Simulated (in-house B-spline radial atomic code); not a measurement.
Solving the quasi-particle equation for 4s up of the zinc ion Zn⁺

Configuration [Ar] 3d10 4s1, highest spin, start Hartree-Fock; correlation leaves out the 5 deepest shells. Computed with a B-spline radial code for spherical atoms: all electrons, scalar-relativistic (spin-free one-electron X2C), finite nucleus, each spin shell either full or empty, empty states to l = 9 with an (l + 1/2)⁻⁴ tail; G0W0 by contour deformation at full frequency.

RPA overbinds a lone outer s electron by self-correlation, and G0W0 tends to as well.

At the mean-field level ε = -16.971 eV the matrix elements are Σx = -12.418 eV, v_xc = -12.418 eV and Σc(ε) = -1.172 eV, and the slope of the correlation self-energy is dΣc/dω = -0.0298. The quasi-particle energy solves E = ε + Σx − v_xc + Σc(E).

What does the linearised equation give?

Z = 1/(1 − dΣc/dω) = 1/1.0298 = 0.9711. The first-order shift is Σx − v_xc + Σc(ε) = -12.418 − (-12.418) + (-1.172) = -1.172 eV, so E ≈ ε + Z × shift = -16.971 + 0.9711 × (-1.172) = -18.109 eV.

How does that compare with the full solution and with static screening?

Solving the equation at full frequency dependence gives E = -18.109 eV, where Σc = -1.138 eV and the weight is 0.971; the linearised value is off by 0 meV. Leaving Z out would give -18.143 eV. Static COHSEX puts -2.151 eV in place of Σc and gives -19.122 eV, 1.01 eV deeper. The tabulated removal energy is 17.964 eV (NIST, measured); the run leaves out spin-orbit coupling, Breit and QED terms.
